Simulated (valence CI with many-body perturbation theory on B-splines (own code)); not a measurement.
## Forbidden lines of Ag XXVI

Calculated by valence CI with perturbative core correlation (CI+MBPT): four valence electrons over a frozen Dirac-Fock core [Ar], a basis of 9 s, 9 p, 10 d, 8 f, 5 g, 3 h, 1 i functions for each j, with the one-electron correlation potential Σ1 (screened to all orders), the two-electron term Σ2, the three-electron term Σ3, Breit, model QED; selected single and double excitations, second order for the rest (own B-spline code, finite nucleus).

No measured levels were compared; by estimate terms of the open shell hold to 2 to 4 % of their energy, and close levels can change places. Core correlation moves these levels by up to 9400 cm⁻¹, and in measured spectra 5 to 20 % of such shifts remained as error; rates that hang on mixing are uncertain with them. Only levels of the ground parity were solved; by the run's estimate the other parity begins above the list, which can be wrong where configurations are misplaced.

Lines 51 to 100 of 120 in falling wavelength, among levels below 534990 cm⁻¹, chosen from the decays that carry over 1 % of a level's rate. Wavelengths and rates use the calculated energies, so an error of 3000 cm⁻¹ moves a line at 1324 Å by 4 % and its rate by three times that or more. S is in atomic units (e²a₀⁴ for E2 and M2, e²a₀⁶ for E3), for M1 in squared Bohr magnetons. Weak lines are less certain than strong ones. Lines between different terms over intervals too small for the method are left out, as are lines whose strength nearly cancels.

Names give the largest LS component (configuration and term), which can be under half, so a name can repeat, a term be missing and a line seem to break the LS rules; names also repeat where a configuration has a term twice. Letters in brackets count levels of one name in rising energy.

| λ vac (Å) | Upper | Lower | Type | A (s⁻¹) | S (a.u.) |
| --- | --- | --- | --- | --- | --- |
| 1360 | 3d⁴ ³P_2 [c] | 3d⁴ ³P_2 [a] | M1 | 1.79e+03 | 8.35e-01 |
| 1324 | 3d⁴ ³D_1 | 3d⁴ ³P_1 [a] | M1 | 2.59e+03 | 6.67e-01 |
| 1282 | 3d⁴ ¹I_6 | 3d⁴ ³H_5 | M1 | 2.26e+03 | 2.30e+00 |
| 1263 | 3d⁴ ³P_0 [a] | 3d⁴ ⁵D_1 | M1 | 1.34e+04 | 9.98e-01 |
| 1262 | 3d⁴ ¹G_4 [a] | 3d⁴ ³G_4 | M1 | 1.49e+02 | 9.96e-02 |
| 1242 | 3d⁴ ³D_1 | 3d⁴ ³F_2 [a] | M1 | 2.37e+03 | 5.06e-01 |
| 1240 | 3d⁴ ³P_2 [b] | 3d⁴ ³D_2 | M1 | 1.64e+03 | 5.81e-01 |
| 1205 | 3d⁴ ¹F_3 | 3d⁴ ³F_3 [a] | M1 | 1.50e+03 | 6.79e-01 |
| 1151 | 3d⁴ ³G_3 | 3d⁴ ⁵D_2 | M1 | 1.44e+03 | 5.68e-01 |
| 1105 | 3d⁴ ³F_4 [b] | 3d⁴ ³G_5 | M1 | 1.47e+03 | 6.61e-01 |
| 1098 | 3d⁴ ³F_2 [a] | 3d⁴ ⁵D_2 | M1 | 2.36e+03 | 5.80e-01 |
| 1094 | 3d⁴ ¹F_3 | 3d⁴ ³D_2 | M1 | 1.24e+03 | 4.20e-01 |
| 1046 | 3d⁴ ³G_4 | 3d⁴ ⁵D_4 | M1 | 7.72e+01 | 2.95e-02 |
| 1046 | 3d⁴ ³F_2 [b] | 3d⁴ ³D_1 | M1 | 2.12e+03 | 4.50e-01 |
| 1041 | 3d⁴ ³P_1 [a] | 3d⁴ ⁵D_2 | M1 | 7.90e+03 | 9.91e-01 |
| 1039 | 3d⁴ ³G_5 | 3d⁴ ³H_4 | M1 | 1.97e+02 | 9.03e-02 |
| 1029 | 3d⁴ ¹F_3 | 3d⁴ ³G_4 | M1 | 1.06e+03 | 2.99e-01 |
| 1002 | 3d⁴ ³P_2 [c] | 3d⁴ ³F_3 [a] | M1 | 7.72e+01 | 1.44e-02 |
| 988.1 | 3d⁴ ¹S_0 [a] | 3d⁴ ³P_1 [a] | M1 | 1.13e+04 | 4.03e-01 |
| 975.5 | 3d⁴ ³F_4 [b] | 3d⁴ ³F_3 [b] | M1 | 4.24e+03 | 1.31e+00 |
| 950.5 | 3d⁴ ¹G_4 [a] | 3d⁴ ³H_5 | M1 | 5.90e+02 | 1.69e-01 |
| 935.6 | 3d⁴ ³F_2 [b] | 3d⁴ ³P_2 [a] | M1 | 2.00e+03 | 3.03e-01 |
| 933.4 | 3d⁴ ³F_4 [a] | 3d⁴ ⁵D_4 | M1 | 1.45e+03 | 3.94e-01 |
| 912.2 | 3d⁴ ³D_2 | 3d⁴ ⁵D_3 | M1 | 4.16e+02 | 5.86e-02 |
| 911.1 | 3d⁴ ³F_3 [a] | 3d⁴ ⁵D_4 | M1 | 2.98e+03 | 5.85e-01 |
| 907.0 | 3d⁴ ³P_2 [b] | 3d⁴ ³P_1 [a] | M1 | 1.28e+03 | 1.77e-01 |
| 891.0 | 3d⁴ ¹G_4 [a] | 3d⁴ ³G_3 | M1 | 5.35e+02 | 1.26e-01 |
| 883.0 | 3d⁴ ³F_2 [a] | 3d⁴ ⁵D_1 | M1 | 3.34e+03 | 4.27e-01 |
| 872.5 | 3d⁴ ³D_1 | 3d⁴ ³P_0 [a] | M1 | 4.83e+03 | 3.57e-01 |
| 867.7 | 3d⁴ ³P_2 [b] | 3d⁴ ³F_2 [a] | M1 | 4.23e+02 | 5.12e-02 |
| 866.6 | 3d⁴ ³F_4 [a] | 3d⁴ ⁵D_3 | M1 | 1.78e+03 | 3.86e-01 |
| 851.4 | 3d⁴ ³F_2 [b] | 3d⁴ ³F_3 [b] | M1 | 2.39e+03 | 2.73e-01 |
| 847.4 | 3d⁴ ³F_3 [a] | 3d⁴ ⁵D_3 | M1 | 1.63e+02 | 2.57e-02 |
| 837.1 | 3d⁴ ³P_2 [b] | 3d⁴ ³G_3 | M1 | 2.07e+03 | 2.25e-01 |
| 827.5 | 3d⁴ ³F_4 [b] | 3d⁴ ³F_4 [a] | M1 | 5.64e+03 | 1.07e+00 |
| 797.0 | 3d⁴ ³F_3 [b] | 3d⁴ ⁵D_4 | M1 | 2.20e+02 | 2.90e-02 |
| 768.2 | 3d⁴ ¹F_3 | 3d⁴ ³G_3 | M1 | 1.14e+03 | 1.34e-01 |
| 755.2 | 3d⁴ ³F_4 [b] | 3d⁴ ³G_4 | M1 | 2.42e+03 | 3.48e-01 |
| 750.9 | 3d⁴ ³F_2 [b] | 3d⁴ ³F_3 [a] | M1 | 3.11e+03 | 2.44e-01 |
| 748.5 | 3d⁴ ¹G_4 [a] | 3d⁴ ³H_4 | M1 | 6.46e+02 | 9.04e-02 |
| 747.8 | 3d⁴ ³F_3 [b] | 3d⁴ ⁵D_3 | M1 | 1.84e+03 | 1.99e-01 |
| 746.0 | 3d⁴ ³F_3 [a] | 3d⁴ ⁵D_2 | M1 | 7.52e+01 | 8.10e-03 |
| 730.6 | 3d⁴ ³F_3 [c] | 3d⁴ ³F_4 [a] | M1 | 8.82e+02 | 8.92e-02 |
| 727.5 | 3d⁴ ³G_5 | 3d⁴ ⁵D_4 | M1 | 2.59e+02 | 4.07e-02 |
| 725.6 | 3d⁴ ³P_2 [c] | 3d⁴ ³P_1 [a] | M1 | 1.40e+03 | 9.95e-02 |
| 706.5 | 3d⁴ ³F_2 [b] | 3d⁴ ³D_2 | M1 | 5.78e+02 | 3.78e-02 |
| 700.3 | 3d⁴ ³P_2 [c] | 3d⁴ ³F_2 [a] | M1 | 8.33e+01 | 5.30e-03 |
| 693.0 | 3d⁴ ³P_2 [a] | 3d⁴ ⁵D_3 | M1 | 8.35e+03 | 5.15e-01 |
| 680.2 | 3d⁴ ³P_2 [c] | 3d⁴ ³G_3 | M1 | 1.57e+03 | 9.16e-02 |
| 676.4 | 3d⁴ ³D_2 | 3d⁴ ⁵D_1 | M1 | 6.79e+02 | 3.89e-02 |
